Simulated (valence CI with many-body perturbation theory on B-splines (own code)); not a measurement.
## Sb¹⁹⁺: what the settings do

Calculated by configuration interaction combined with many-body perturbation theory (CI+MBPT): four valence electrons over a frozen Dirac-Fock core [Ar] 3d10, a basis of 6 s, 6 p, 5 d, 3 f, 1 g functions for each j, with the one-electron correlation potential Σ1 (screened to all orders), the two-electron term Σ2, the three-electron term Σ3, Breit, model QED; selected single and double excitations, second order for the rest (own B-spline code, finite nucleus).

No measured levels were compared; by estimate levels hold to about 250 cm⁻¹ or 0.2 % of their energy and the worst to 1 %, as in measured heavy ions of charge 2 to 7; those with d or f electrons hold less well.

The reference run has the lowest level (4s^2 4p1/2^2) J=0 and an ionisation energy of 552.974 eV. Its largest variational space holds 10000 state functions.

Levels are named by their leading jj configuration (3d3/2^4 stands for four electrons in 3d with j = 3/2), which in mixed levels can hold well under half, so a name can repeat and another be missing. Letters in brackets count levels of one name in rising energy.

Changed runs:
A. core polarisation of operators on → off
B. lowest core n in screening and Σ2 1 → 2
C. lowest core n in screening and Σ2 1 → 2; logarithmic knot step 0.27 → 0.2
D. box radius (bohr) 5.7304 → 1.37 (bad on purpose)

Excitation energies of the reference run in cm⁻¹, and shifts in cm⁻¹:

| Level | Reference | A | B | C |
| --- | --- | --- | --- | --- |
| (4s^2 4p1/2 4p3/2) J=1 | 77532 | 0 | +0.5 | +1.3 |
| (4s^2 4p1/2 4p3/2) J=2 | 95039 | 0 | +0.4 | +1.2 |
| (4s^2 4p3/2^2) J=2 | 186339 | 0 | +0.6 | +2.2 |
| (4s^2 4p3/2^2) J=0 | 229658 | 0 | -0.3 | +1.2 |
| (4s 4p1/2^2 4p3/2) J=2 | 414735 | 0 | -0.4 | +3.1 |
| (4s 4p1/2^2 4p3/2) J=1 | 482029 | 0 | +0.3 | +3.6 |
| (4s 4p1/2 4p3/2^2) J=2 [a] | 504061 | 0 | +0.1 | +4.0 |
| (4s 4p1/2 4p3/2^2) J=3 | 530612 | 0 | +0.4 | +4.4 |
| (4s 4p1/2 4p3/2^2) J=0 | 568174 | 0 | -0.2 | +3.7 |
| (4s 4p1/2 4p3/2^2) J=1 [a] | 579416 | 0 | +0.3 | +4.3 |
| (4s 4p1/2 4p3/2^2) J=2 [b] | 585828 | 0 | +1.1 | +5.1 |
| (4s 4p1/2 4p3/2^2) J=1 [b] | 629390 | 0 | +2.5 | +6.2 |
| Ionisation energy (eV) | 552.974 | 0 | +0.00032 | +0.0012 |

No effect on these energies: A.

Run D: It gave no result. The program said: "need at least one array to concatenate".
